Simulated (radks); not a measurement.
Results of a calculation; reference values are marked as such.
Problem. Eu XLVII, configuration [Ne] 3s2 3p5. Code: a radial shooting solver on a logarithmic mesh with Libxc functionals. Model: scalar-relativistic Kohn-Sham, LDA (Slater exchange, VWN5 correlation), spin-polarised, spherical densities, finite nucleus; open shells are filled with parallel spins first (spin-orbit coupling, left out, can overturn this in heavy ions); Fermi nuclear charge, rms radius 5.1115 fm. Some entries of the table are withheld. Estimate them.

| orbital | occ. | eigenvalue (hartree) | <r^2> (bohr^2) | r(max) (bohr) |
|---|---|---|---|---|
| 1s up | 1 | -1885.101 | 0.0006801 | 0.01421 |
| 1s down | 1 | -1884.986 | 0.0006800 | 0.01421 |
| 2s up | 1 | (1) | 0.01046 | 0.08025 |
| 2s down | 1 | (2) | 0.01046 | 0.08025 |
| 2p up | 3 | -366.7913 | (3) | 0.06478 |
| 2p down | 3 | -366.6722 | (4) | 0.06479 |
| 3s up | 1 | -153.9717 | 0.06019 | (5) |
| 3s down | 1 | -153.7098 | 0.06024 | (6) |
| 3p up | 3 | -144.5629 | 0.05802 | 0.2104 |
| 3p down | 2 | -144.2975 | 0.05807 | 0.2104 |

Solution. 
(1) 2s up eigenvalue (hartree): -397.6097
(2) 2s down eigenvalue (hartree): -397.5133
(3) 2p up <r^2> (bohr^2): 0.008364
(4) 2p down <r^2> (bohr^2): 0.008363
(5) 3s up r(max) (bohr): 0.2173
(6) 3s down r(max) (bohr): 0.2173
